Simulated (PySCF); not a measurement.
**Unknown compound**

Molecular formula: C9H11F. Simulated spectra:

¹H NMR (600 MHz, computed): δ 7.44 (m, 2H), 7.29 (m, 2H), 2.49 (t, 2H), 1.47 (m, 2H), 1.14 (t, 3H).

¹³C{¹H} NMR (computed): δ 171.2 (C), 145.2 (C), 135.0 (CH, 2C), 121.3 (CH, 2C), 44.0 (CH2), 34.9 (CH2), 17.7 (CH3).

PySCF 2.14 calculation with PBE0/pcSseg-1 with gauge-including orbitals and structure optimised with GFN2-xTB; relativity neglected, equivalent nuclei averaged, one computed conformer, no solvent.

References, each an isolated molecule treated in the same way: ¹H and ¹³C against TMS.

**Question.** What is the structure?

**Answer.** 
The formula gives 4 degrees of unsaturation (1 ring in the answer). 7 carbon signals for 9 carbons: some carbons are equivalent by symmetry or fast rotation. Carbon types of the structure: 2 × C, 4 × CH, 2 × CH2, 1 × CH3, which accounts for all hydrogens. δC 171.2: aromatic carbon bearing fluorine; σ withdrawal by the attached heteroatom moves it downfield of the ring CH carbons. δC 145.2: substituted aromatic carbon. δC 135.0, 121.3: aromatic CH. δC 44.0: sp3 CH2 on an aromatic ring; saturated and bonded to C and H only. δC 17.7: methyl carbon; a saturated carbon with 1 carbon neighbour and no heteroatom attached. δH 7.44, 7.29: hydrogen on an aromatic CH; aromatic region. δH 2.49: hydrogen on an sp3 CH2 on an aromatic ring; benzylic-type position, deshielded by the ring.

These data were computed for `C(C)CC1=CC=C(F)C=C1`.

This is the structure that produced the data.

Splittings by ¹⁹F in the carbon and heteronuclear signals aren't shown, as no couplings were computed. Shifts are as computed. Against solution values, carbons near 30 ppm lie about +3 ppm off and those near 130 ppm about +5 ppm. Of 1211 compounds with measured shifts, 218 miss one by over three times the rms of a fit or turn the order of signals round; such compounds aren't used in these exercises. Multiplicities follow the n + 1 count of equivalent neighbours, as no J values were calculated; m marks all less simple cases, F and P coupling included.
